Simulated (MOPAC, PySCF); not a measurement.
[Ti(Cl)2(H)2], neutral singlet in the gas phase. 

Cartesian coordinates (Å):
```xyz
5

Ti     0.0723     0.0186    -0.0407
Cl     1.8380     0.6252     1.0474
Cl     0.1988    -0.1002    -2.1947
H     -0.3575    -1.5059     0.5177
H     -1.1417     1.1195     0.3268
```
Charge 0, multiplicity 1.

All levels are single points at this geometry (r2SCAN-D4/def2-SVP); Pople sets use spherical d functions. Orbital energies aren't observables, and empty levels follow the basis.

```
level                                     HOMO (eV)  LUMO (eV)  gap (eV)  dipole (D)  vertical IE, Delta-SCF (eV)
----------------------------------------  ---------  ---------  --------  ----------  ---------------------------
B3LYP-D3(BJ)/def2-TZVP in PySCF               -9.08      -3.67      5.41        0.27                            –
TPSSh-D3(BJ)/def2-TZVP in PySCF               -8.63      -3.99      4.64        0.19                            –
B3LYP/3-21G in PySCF                          -9.52      -3.84      5.68        0.96                            –
B3LYP/6-311+G** (LANL2DZ on Ti) in PySCF      -9.35      -4.04      5.31        0.42                            –
B3LYP/6-31G* (LANL2DZ on Ti) in PySCF         -9.42      -4.10      5.33        0.21                        11.70
B3LYP/LANL2DZ in PySCF                        -9.61      -4.29      5.32        0.71                            –
M06-2X/6-31G* (LANL2DZ on Ti) in PySCF       -11.06      -3.07      7.99        0.59                            –
PBE/6-31G* (LANL2DZ on Ti) in PySCF           -8.07      -4.89      3.18        0.05                        11.20
SVWN5/6-31G* (LANL2DZ on Ti) in PySCF         -8.04      -5.11      2.94        0.12                        11.24
HF/3-21G in PySCF                            -13.29      -0.08     13.21        2.05                            –
HF/6-31G* (LANL2DZ on Ti) in PySCF           -13.23      -0.20     13.02        1.03                            –
HF/STO-3G in PySCF                           -11.39       5.09     16.49        0.83                            –
PM7 in MOPAC                                 -10.86      -2.65      8.21        1.48                            –
```
